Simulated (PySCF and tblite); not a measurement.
Values are calculated unless marked as measured or tabulated.
System: C₅H₉NO, numbered as in [CH3:1][C:2](=[O:3])/[CH:4]=[C:5](/[CH3:6])[NH2:7].

For the rotation about the C2–C4 bond (torsion C1–C2–C4–C5 from -180° to -6°, rising): electronic barrier 16.72 kcal/mol, zero-point change -0.03 kcal/mol, thermal and entropy terms at 400 K a further 0.65 kcal/mol (symmetry numbers apart). The minimum is Cs, the saddle C1. The path came from a restrained scan, a climbing-image band and a saddle search at GFN2-xTB; energies are CAM-B3LYP/pcSseg-1 + D3(BJ), IEF-PCM benzene//GFN2-xTB, thermal terms GFN2-xTB. Rate constants are transition-state-theory values, counting equivalent paths, without tunnelling. Run with tblite and PySCF.

(1) How many equivalent paths lead out of the minimum?

(2) Work out the rate at 400 K.

Answers

(1) 2: the symmetry number of the minimum is 1, that of the saddle displaced along its mode 1, and the displaced saddle is chiral while the minimum is not, which doubles the count.

(2) ΔG‡ = 17.34 kcal/mol; k_B T/h = 8.3×10¹² s⁻¹; exp(−ΔG‡/RT) = 3.4×10⁻¹⁰; times 2 gives k = 5610 s⁻¹. Wigner's tunnelling factor for the 97i cm⁻¹ mode would be 1.00.
